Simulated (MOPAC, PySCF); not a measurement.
H$_{7}$BSSi$_{2}$, SMILES `[SiH3]B([SiH3])S` (Si–B–S–H torsion 1°), neutral singlet in the gas phase. 

Z-matrix (Å, degrees):
```
B
S 1 1.7656
H 2 1.3506 1 101.67
Si 1 2.0069 2 121.76 3 -0.65
H 4 1.4852 1 110.86 2 125.59
H 4 1.4859 5 107.67 1 -120.18
H 4 1.4870 5 108.48 6 -117.00
Si 1 2.0130 2 116.25 3 179.55
H 8 1.4848 1 113.27 2 2.04
H 8 1.4859 9 108.50 1 -121.89
H 8 1.4861 9 108.46 10 -116.65
```
Charge 0, spin multiplicity 1.

All levels are single points at this geometry (B3LYP-D3(BJ)/def2-TZVP); Pople sets use spherical d functions. Orbital energies aren't observables, and empty levels follow the basis.

HF/STO-3G in PySCF gives HOMO (eV) = -8.11.

Problem. Estimate the HOMO (eV) from each of these levels: TPSSh-D3(BJ)/def2-TZVP in PySCF; B3LYP/3-21G in PySCF; B3LYP/LANL2DZ in PySCF; AM1 in MOPAC; PM3 in MOPAC.

Solution. 
```csv
level,HOMO (eV)
TPSSh-D3(BJ)/def2-TZVP in PySCF,-7.25
B3LYP/3-21G in PySCF,-7.71
B3LYP/LANL2DZ in PySCF,-7.75
AM1 in MOPAC,-10.08
PM3 in MOPAC,-9.58
```
